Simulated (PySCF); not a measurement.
PySCF input for vinylidene fluoride cation (C2H2F2), SMILES FC(=C)F (connectivity only; charge and spin as stated), charge +1, multiplicity 2, PBE-D3(BJ)/def2-SVP. Coordinates come from a PBE-D3(BJ)/def2-SVP optimisation. The spin state was assumed, not searched.

```python
import numpy as np
from pyscf import gto, scf, dft, df
from pyscf.hessian import thermo

mol = gto.M(
    atom='''
    C     0.00000000   -0.00000002    1.41532445
    C     0.00000000    0.00000000   -0.00769685
    F    -0.00000000    1.07416948   -0.68614996
    F     0.00000000   -1.07416946   -0.68615000
    H    -0.00000001   -0.96436376    1.95246698
    H     0.00000000    0.96436369    1.95246700
    ''',
    basis='def2-SVP',
    charge=1,
    spin=1,
    max_memory=1600,
    verbose=3,
)
mf = dft.UKS(mol, xc='pbe').density_fit(auxbasis='def2-universal-jkfit')
mf.disp = 'd3bj'
mf.grids.level = 3
mf.conv_tol = 1e-11
mf.max_cycle = 100
mf.kernel()
fine, coarse = mf.grids, dft.Grids(mol).set(level=1).build(with_non0tab=True)
for _ in range(3):  # follow internal instabilities
    mf.grids = coarse
    mo, _, stable, _ = mf.stability(return_status=True, nroots=4)
    mf.grids = fine
    if stable:
        break
    mf.kernel(mf.make_rdm1(mo, mf.mo_occ))

# analytic Hessian; the response equations are solved on a coarser grid
h, args, fine = mf.Hessian(), (mf.mo_energy, mf.mo_coeff, mf.mo_occ), mf.grids
h.max_memory = max(150, 2.5e-5 * df.make_auxmol(mol, mf.with_df.auxbasis).nao * mol.nelec[0] * (mol.nelec[0] + mol.nao))  # MB; small integral blocks
h1ao = h.make_h1(mf.mo_coeff, mf.mo_occ)
mf.grids = dft.Grids(mol).set(level=1).build(with_non0tab=True)
mo1, mo_e1 = h.solve_mo1(*args, h1ao)
mf.grids = fine
hess = h.hess_elec(*args, mo1, mo_e1, h1ao) + h.hess_nuc()
if mf.do_disp():
    hess += h.get_dispersion()
for i in range(mol.natm):  # the analytic DFT Hessian lacks the response of the grid: restore translational invariance
    hess[i, i] -= hess[i].sum(axis=0)
hess = (hess + hess.transpose(1, 0, 3, 2)) / 2
vib = thermo.harmonic_analysis(mol, hess, imaginary_freq=False)
thermo.dump_normal_mode(mol, vib)
th = thermo.thermo(mf, vib['freq_au'][vib['freq_au'] > 0], 298.15, 101325)
thermo.dump_thermo(mol, th)
g0 = mf.nuc_grad_method().set(verbose=0).kernel()

# dipole derivatives [dipole axis, atom, xyz] from the same response
r, irp = mol.intor('int1e_r'), mol.intor('int1e_irp').reshape(3, 3, mol.nao, mol.nao)
sl, dm0, ok = mol.aoslice_by_atom(), np.array(mf.make_rdm1()), []
dmu = np.einsum('a,xt->xat', mol.atom_charges(), np.eye(3))
for a, (_, _, p0, p1) in enumerate(sl):
    dmu[:, a] += 2 * np.einsum('xtij,ij->xt', irp[:, :, :, p0:p1], dm0.reshape(-1, mol.nao, mol.nao).sum(0)[:, p0:p1])
    for u, c, occ, f in zip(mo1, mf.mo_coeff, mf.mo_occ, (2, 2)):
        dmu[:, a] -= f * np.einsum('tui,xuv,vi->xt', u[a], r, c[:, occ > 0], optimize=True)
L = vib['norm_mode']
ir = 974.8801 * (np.einsum('xat,kat->kx', dmu, L) ** 2).sum(1)       # km/mol
apt = np.einsum('xax->a', dmu) / 3
print('mode   freq/cm-1   IR/(km/mol)')
for k, w in enumerate(vib['freq_wavenumber']):
    print(f'{k + 1:4d} {w:11.2f} {ir[k]:13.3f}')
print('max |gradient| / (hartree/bohr):', abs(g0).max())
print('APT charges:', apt.round(4))
```

It prints:

```

WARN: HOMO -0.260432011757366 >= LUMO -0.260432011757365

converged SCF energy = -276.212011922514  <S^2> = 0.75186196  2S+1 = 2.0018611
<class 'pyscf.df.df_jk.DFUKS'> wavefunction is stable in the internal stability analysis

WARN: DFTD3 does not support analytical Hessian, using finite difference


WARN: Mole.unit (angstrom) is changed to Bohr

Mode                                 0                   1                   2
Irrep
Freq [cm^-1]                      346.2397            406.7788            573.4175
Reduced mass [au]                   1.0487              2.7953             10.8984
Force const [Dyne/A]                0.0741              0.2725              2.1113
Char temp [K]                     498.1619            585.2641            825.0201
Normal mode                   x     y     z       x     y     z       x     y     z
       0   C                -0.00 -0.00 -0.00    0.00 -0.12 -0.00   -0.00  0.00 -0.12
       1   C                -0.00 -0.00  0.00   -0.00  0.09 -0.00    0.00 -0.00 -0.08
       2   F                -0.03 -0.00  0.00   -0.00  0.02 -0.10   -0.00  0.12  0.07
       3   F                 0.03 -0.00 -0.00   -0.00  0.02  0.10   -0.00 -0.12  0.07
       4   H                -0.69  0.00 -0.00   -0.00 -0.28 -0.28   -0.00  0.00 -0.13
       5   H                 0.69 -0.00  0.00    0.00 -0.28  0.28   -0.00 -0.00 -0.13
Mode                                 3                   4                   5
Irrep
Freq [cm^-1]                      606.4211            865.1206            947.9146
Reduced mass [au]                   4.6189              1.4873              6.0994
Force const [Dyne/A]                1.0008              0.6559              3.2290
Char temp [K]                     872.5049           1244.7159           1363.8381
Normal mode                   x     y     z       x     y     z       x     y     z
       0   C                -0.02  0.00  0.00    0.15 -0.00  0.00   -0.00  0.00 -0.17
       1   C                 0.25 -0.00  0.00   -0.09  0.00 -0.00   -0.00  0.00  0.01
       2   F                -0.06 -0.00 -0.00    0.01 -0.00  0.00    0.00 -0.11  0.06
       3   F                -0.06  0.00 -0.00    0.01  0.00  0.00    0.00  0.11  0.06
       4   H                -0.27  0.00 -0.00   -0.57  0.00 -0.00    0.00 -0.02 -0.23
       5   H                -0.27  0.00  0.00   -0.57  0.00 -0.00    0.00  0.02 -0.23
Mode                                 6                   7                   8
Irrep
Freq [cm^-1]                      954.5856           1352.2258           1512.6614
Reduced mass [au]                   1.5161              1.1807             10.3933
Force const [Dyne/A]                0.8140              1.2720             14.0115
Char temp [K]                    1373.4362           1945.5518           2176.3829
Normal mode                   x     y     z       x     y     z       x     y     z
       0   C                -0.00 -0.14 -0.00   -0.00 -0.00  0.08    0.00  0.03  0.00
       1   C                 0.00 -0.00  0.00   -0.00  0.00  0.07   -0.00 -0.24 -0.00
       2   F                -0.00  0.04 -0.04   -0.00  0.02 -0.02    0.00  0.07 -0.04
       3   F                -0.00  0.04  0.04   -0.00 -0.02 -0.02    0.00  0.07  0.04
       4   H                 0.00  0.15  0.54    0.00 -0.35 -0.54    0.00 -0.03 -0.10
       5   H                 0.00  0.15 -0.54    0.00  0.35 -0.54   -0.00 -0.03  0.10
Mode                                 9                  10                  11
Irrep
Freq [cm^-1]                     1553.1964           3079.8183           3215.6441
Reduced mass [au]                   9.1084              1.0529              1.1284
Force const [Dyne/A]               12.9463              5.8842              6.8744
Char temp [K]                    2234.7038           4431.1728           4626.5960
Normal mode                   x     y     z       x     y     z       x     y     z
       0   C                 0.00  0.00 -0.12   -0.00 -0.00  0.06    0.00  0.10  0.00
       1   C                -0.00 -0.00  0.24   -0.00 -0.00 -0.00   -0.00 -0.00 -0.00
       2   F                 0.00  0.04 -0.04   -0.00  0.00 -0.00    0.00 -0.00  0.00
       3   F                 0.00 -0.04 -0.04    0.00 -0.00 -0.00   -0.00 -0.00 -0.00
       4   H                -0.00  0.12  0.06    0.00  0.60 -0.33   -0.00 -0.58  0.32
       5   H                -0.00 -0.12  0.06   -0.00 -0.60 -0.33   -0.00 -0.58 -0.32
temperature 298.1500 [K]
pressure 101325.00 [Pa]
Rotational constants [GHz] 11.05448 10.27030 5.32399
Symmetry number 2
Zero-point energy (ZPE) 0.03512 [Eh]   92196.337 [J/mol]
                           tot       elec      trans        rot        vib
Entropy [J/mol/K]       274.754      5.763    160.621     93.775     14.595
Cv [J/mol/K]             53.481      0.000     12.472     12.472     28.537
Cp [J/mol/K]             61.795      0.000     20.786     12.472     28.537
Internal energy [J/mol]                      3718.434   3718.434  95262.995
Internal energy [Eh]   -276.17290  -276.21201
Enthalpy [J/mol]                             6197.391   3718.434  95262.995
Enthalpy [Eh]          -276.17195
Gibbs free energy [J/mol]                  -41691.732 -24240.530  90911.544
Gibbs free energy [Eh] -276.20315
mode   freq/cm-1   IR/(km/mol)
   1      346.24         0.000
   2      406.78         0.525
   3      573.42        20.685
   4      606.42         2.435
   5      865.12        38.350
   6      947.91        30.271
   7      954.59         7.394
   8     1352.23         0.813
   9     1512.66       251.659
  10     1553.20       235.262
  11     3079.82        64.015
  12     3215.64        70.160
max |gradient| / (hartree/bohr): 0.00022102660645378878
APT charges: [-0.0179  1.3031 -0.326  -0.326   0.1834  0.1834]
```

Self-consistency was reached.
